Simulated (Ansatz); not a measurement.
A structure relaxed at r2SCAN-D4/def2-SVP in Ansatz, charge 0, singlet:

```xyz
10

Al   -0.895    1.258   -1.116
Al   -0.610    2.318    1.168
Al    0.315   -0.241    1.150
Al    1.727    1.901    2.086
Al    1.777    1.429   -0.430
Al   -1.515   -1.309   -0.537
Si   -2.301    0.367    1.044
Si    0.820   -0.545   -1.484
Si   -0.074   -2.689   -2.064
Si    0.755   -2.489    0.183
```

(1) Give its formula.

(2) Summarise the bond lengths by kind (pairs closer than 1.2 times the sum of covalent radii, bridged metal pairs left out).

Results:

(1) Al₆Si₄.

(2) 11 × Al–Si 2.43 to 2.73 Å; 9 × Al–Al 2.53 to 2.76 Å; 3 × Si–Si 2.39 to 2.56 Å.

Another isomer (singlet) lies 0.33 eV lower at PBE0-D4/def2-TZVP; other spin states weren't run for this one.
